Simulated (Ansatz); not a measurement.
Molecular dynamics of CH7FGe

Input file:

```yaml
crystal:
  periodic: [false, false, false]
  atoms:
    - { symbol: Ge, position_ang: [0.158195, -0.122399, -0.328091] }
    - { symbol: F, position_ang: [-0.629418, -0.410132, 1.592765] }
    - { symbol: H, position_ang: [1.537881, 0.210722, -0.963129] }
    - { symbol: C, position_ang: [-0.872846, 1.54221, -0.367869] }
    - { symbol: H, position_ang: [-1.913321, 1.360143, -0.068615] }
    - { symbol: H, position_ang: [-0.426561, 2.271993, 0.323359] }
    - { symbol: H, position_ang: [-0.836198, 1.955669, -1.388389] }
    - { symbol: H, position_ang: [-0.49405, -1.327036, -1.019544] }
    - { symbol: H, position_ang: [1.234269, -1.091117, 0.896799] }
    - { symbol: H, position_ang: [0.446348, -0.914855, 1.451112] }
basis:
  gaussian: { orbitals: def2-SVP }
hamiltonian:
  xc: b3lyp
  dispersion: d4
md:
  timestep: 0.5
  n_steps: 200
  ensemble: nve
  temperature: 100.0
  initial_velocities: maxwell_boltzmann
  seed: 8378
```

Run as:

```bash
$ ansatz run input.yaml --threads 2 --pin off --max-ram 3072MiB --backend cpu --events-out ev --progress --plain --runs-dir out
```

It starts at the highest image of a converged band, a first-order saddle point between two minima.

Output, in part (step lines, the closing report, with atoms numbered from 0):

```
md step     0: t =     0.00 fs  T =   100.0 K  F+E_penalty+E_count = -60376.10466269 eV  E_kin = 0.103408 eV  conserved = -60376.00125469 eV  (24 SCF iters)
md step     1: t =     0.50 fs  T =    98.3 K  F+E_penalty+E_count = -60376.10289207 eV  E_kin = 0.101666 eV  conserved = -60376.00122606 eV  (23 SCF iters)
md step     2: t =     1.00 fs  T =    93.8 K  F+E_penalty+E_count = -60376.09812485 eV  E_kin = 0.096973 eV  conserved = -60376.00115167 eV  (23 SCF iters)
md step     3: t =     1.50 fs  T =    87.5 K  F+E_penalty+E_count = -60376.09152967 eV  E_kin = 0.090475 eV  conserved = -60376.00105484 eV  (22 SCF iters)
md step     4: t =     2.00 fs  T =    80.9 K  F+E_penalty+E_count = -60376.08463000 eV  E_kin = 0.083664 eV  conserved = -60376.00096606 eV  (23 SCF iters)
md step     5: t =     2.50 fs  T =    75.3 K  F+E_penalty+E_count = -60376.07881821 eV  E_kin = 0.077904 eV  conserved = -60376.00091392 eV  (23 SCF iters)
md step     6: t =     3.00 fs  T =    71.6 K  F+E_penalty+E_count = -60376.07491687 eV  E_kin = 0.074004 eV  conserved = -60376.00091241 eV  (22 SCF iters)
md step     7: t =     3.50 fs  T =    69.6 K  F+E_penalty+E_count = -60376.07296062 eV  E_kin = 0.072005 eV  conserved = -60376.00095611 eV  (22 SCF iters)
[... lines left out ...]
Total energy: -60377.22088233 eV, -2218.8219422755 hartree
Atom 0 at     0.457510    -0.052808    -0.846594 Å, force    -0.970773    -0.071544    -0.642889 eV/Å
Atom 1 at    -1.719995    -0.557683     3.250848 Å, force     0.901390    -0.830561    -1.691133 eV/Å
Atom 2 at    -0.297963    -0.235181    -2.211914 Å, force     0.353449    -0.016452     0.081942 eV/Å
Atom 3 at    -0.734510     1.319663     0.013705 Å, force     0.635582    -0.802869    -0.094775 eV/Å
Atom 4 at    -0.768498     1.184104     1.101782 Å, force    -0.047613     0.092561     0.058774 eV/Å
Atom 5 at    -0.471041     2.340266    -0.268643 Å, force     0.031711     0.234432     0.002511 eV/Å
Atom 6 at    -1.700315     1.038425    -0.428405 Å, force    -0.125960     0.200422     0.149379 eV/Å
Atom 7 at     0.276934    -1.423448    -0.163358 Å, force     0.132270     0.038774     0.213464 eV/Å
Atom 8 at     1.946965     0.157039    -1.201862 Å, force    -0.047986     0.270226     0.297693 eV/Å
Atom 9 at    -2.098017    -0.177214     3.966345 Å, force    -0.862069     0.885012     1.625034 eV/Å
Dipole moment:    -0.200359     0.273764     0.470342 e Å
```

The steps, from the saved trajectory:

```tsv
time (fs)	T (K)	potential energy less start (eV)	conserved less start (meV/atom)
0	100	0.000	0.00
3	72	0.030	0.03
6	61	0.040	0.02
9	66	0.035	0.03
12	128	-0.028	0.04
15	261	-0.166	-0.01
18	411	-0.321	0.03
21	602	-0.519	-0.01
24	764	-0.687	-0.03
27	899	-0.827	-0.02
30	920	-0.848	0.05
33	1005	-0.936	-0.04
36	1128	-1.064	-0.07
39	1189	-1.126	0.06
42	1338	-1.280	-0.02
45	1406	-1.352	-0.06
48	1397	-1.341	-0.01
51	1366	-1.308	0.05
54	1312	-1.254	0.00
57	1282	-1.223	-0.06
60	1231	-1.170	0.01
63	1172	-1.108	0.05
66	1203	-1.141	-0.04
69	1242	-1.181	-0.08
72	1234	-1.172	0.06
75	1335	-1.277	0.01
78	1376	-1.320	-0.05
81	1354	-1.297	-0.01
84	1321	-1.262	0.02
87	1215	-1.153	0.04
90	1189	-1.127	-0.07
93	1137	-1.072	-0.02
96	1096	-1.029	0.06
99	1176	-1.113	-0.03
```

All steps were run. The conserved energy stayed within 0.088 meV per atom of its start (net change 0.035 meV per atom), so the integration is sound. The kinetic energy rose, since the run started high on the potential surface and went downhill. It ends in pieces (CH6Ge + FH), so much of that is their flight and rotation, not heat. A run of 0.1 ps of so small a system gives no equilibrium averages. The orbitals stay closed-shell, which can raise the energy where a bond breaks towards radicals; this wasn't checked here.

Between its relaxed ends the band would form Ge1–H9, F2–H10 and break Ge1–F2, H9–H10. These pairs go: Ge1–H9 1.90 → 1.55 Å, F2–H10 1.20 → 0.89 Å, Ge1–F2 2.10 → 4.67 Å, H9–H10 0.98 → 6.57 Å. In the last frame they stand as after the step (other bonds may differ from the relaxed reactants and products). It ends as CH6Ge + FH. Pairs count as bonded within 1.25 times the sum of covalent radii (0.12 Å more for H–H).

Last frame:

```xyz
10
Properties=species:S:1:pos:R:3
Ge 0.458 -0.053 -0.847
F -1.720 -0.558 3.251
H -0.298 -0.235 -2.212
C -0.735 1.320 0.014
H -0.768 1.184 1.102
H -0.471 2.340 -0.269
H -1.700 1.038 -0.428
H 0.277 -1.423 -0.163
H 1.947 0.157 -1.202
H -2.098 -0.177 3.966
```

Time of the run: 11 min on 2 threads of Arm Neoverse N1 (shared host), peak memory 0.2 GiB.
